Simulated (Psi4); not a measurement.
Intermolecular potential of H3ClSi ··· HF (SMILES [SiH3]Cl and F). Monomers: optimised at B3LYP-D3(BJ) (def2-TZVP), held rigid. Orientation: a higher rigid-body minimum at GFN2-xTB. Only R, the distance of the centres of mass, is varied, so the lowest point isn't the relaxed dimer.

Geometry at R = 3.74 Å (first 5 atoms: monomer A):
```
7

Si    -0.1324    -0.0037    -0.0049
Cl     1.9317     0.0536     0.0710
H     -0.5358    -0.9923    -1.0236
H     -0.6247     1.3397    -0.3669
H     -0.6388    -0.3973     1.3243
F      4.0456     2.1208     0.5973
H      3.4253     1.4556     0.4317
```

Level of theory: SAPT0/jun-cc-pVDZ, frozen core (Psi4).

Components in kcal/mol:

```json
[
 {"R / Å": "3.33", "electrostatics": "-7.09", "exchange": "33.44", "induction": "-12.42", "dispersion": "-4.36", "total": "9.58"},
 {"R / Å": "3.54", "electrostatics": "-4.66", "exchange": "16.30", "induction": "-6.49", "dispersion": "-2.65", "total": "2.50"},
 {"R / Å": "3.74", "electrostatics": "-3.26", "exchange": "8.12", "induction": "-3.54", "dispersion": "-1.67", "total": "-0.35"},
 {"R / Å": "3.92", "electrostatics": "-2.51", "exchange": "4.31", "induction": "-2.10", "dispersion": "-1.12", "total": "-1.43"},
 {"R / Å": "4.18", "electrostatics": "-1.89", "exchange": "1.70", "induction": "-1.04", "dispersion": "-0.66", "total": "-1.89"},
 {"R / Å": "4.42", "electrostatics": "-1.55", "exchange": "0.72", "induction": "-0.58", "dispersion": "-0.41", "total": "-1.82"},
 {"R / Å": "4.78", "electrostatics": "-1.19", "exchange": "0.19", "induction": "-0.26", "dispersion": "-0.22", "total": "-1.47"},
 {"R / Å": "5.26", "electrostatics": "-0.86", "exchange": "0.03", "induction": "-0.10", "dispersion": "-0.10", "total": "-1.03"},
 {"R / Å": "5.97", "electrostatics": "-0.56", "exchange": "0.00", "induction": "-0.04", "dispersion": "-0.04", "total": "-0.63"},
 {"R / Å": "6.97", "electrostatics": "-0.34", "exchange": "0.00", "induction": "-0.01", "dispersion": "-0.01", "total": "-0.36"},
 {"R / Å": "8.20", "electrostatics": "-0.20", "exchange": "0.00", "induction": "0.00", "dispersion": "0.00", "total": "-0.21"}
]
```
